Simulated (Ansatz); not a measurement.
```yaml
crystal:
  periodic: [false, false, false]
  atoms:
    - {symbol: Cr, position_ang: [0.406725, 0.230042, 0.005093]}
    - {symbol: Cl, position_ang: [-0.217795, -0.133193, 1.969785]}
    - {symbol: Cl, position_ang: [-0.188931, -0.096849, -1.974888]}
basis:
  gaussian: {orbitals: def2-TZVP, initial_orbitals: start.molden}
hamiltonian: {xc: pbe}
correlation: {method: rpa}
scf: {omitted_lower_state_checks: [starts]}
```

The file start.molden holds the orbitals of an earlier run on this structure, at another level or in another basis.

```sh
$ ansatz run in.yaml --threads 2 --pin off --events-out ev --progress --plain --max-ram 4352MiB
```

Output, abridged:

```
Functional definition: PBE
843 factors; integrals over basis functions are off by at most 6.6e-4 eV
mean field evaluation 1: about -53451.0304 eV, gradient 1.3e1 eV
mean field evaluation 2: about -53451.2878 eV, gradient 8.2e-1 eV
mean field evaluation 4: about -53451.2859 eV, gradient 1.2e-2 eV
mean field evaluation 8: about -53451.2859 eV, gradient 1.2e-6 eV
mean field -53451.28588922 eV, -1964.2985258460 hartree, gradient 1.2e-6 eV, S^2 0.000000; 0 other end points of the search recorded, 0 dependent functions left out; unrestricted orbitals would lower it
mean field evaluation 16: about -53397.0616 eV, gradient 3.9e0 eV
mean field evaluation 32: about -53399.3131 eV, gradient 8.6e-1 eV
15 core orbitals not correlated: weight in the atoms' cores, before any rotation towards them, 1.000 or more for the frozen orbitals, at most 0.000 for the correlated occupied ones
reference -53393.98625124 eV, -1962.1928029891 hartree; 14, 14 occupied and 90, 90 virtual orbitals, 843 factors
Error: the energy between an occupied orbital and the lowest state that it is excited into in its spin channel is -0.1500 eV and must be positive: a state without a gap has no random-phase energy
```

Question: Can the result of this run be used?

Answer: No. The run stopped with an error. The reference has no gap: an occupied orbital lies above an empty one, and the correlation energy can't be formed.
